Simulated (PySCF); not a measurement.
BFH, SMILES [BH]F, multiplicity 2. Atoms are numbered in the order given.

```xyz
3

B     -0.2211    -0.7167     0.0000
F      0.0478     0.5688     0.0000
H      0.6750    -1.5363     0.0000
```
Charge 0, spin multiplicity 2.

The structure is a stationary point at PBE-D3(BJ)/def2-TZVPD. The isomer is the one that the SMILES or the coordinates give; other isomers of the formula were not compared.

Calculation: PBE-D3(BJ)/def2-TZVPD in PySCF.

No scaling factor is applied to the harmonic values.

Question: Give all harmonic wavenumbers and intensities. (Estimate from the structure and the level; the computed values follow.)

Answer: 
```
mode  ν (cm⁻¹)  IR (km/mol)  moving atoms (share of kinetic energy)
----  --------  -----------  --------------------------------------
1          962         34.3                          H 80 %, B 14 %
2         1294        158.8                          B 63 %, F 35 %
3         2460         96.5                           H 91 %, B 9 %
```
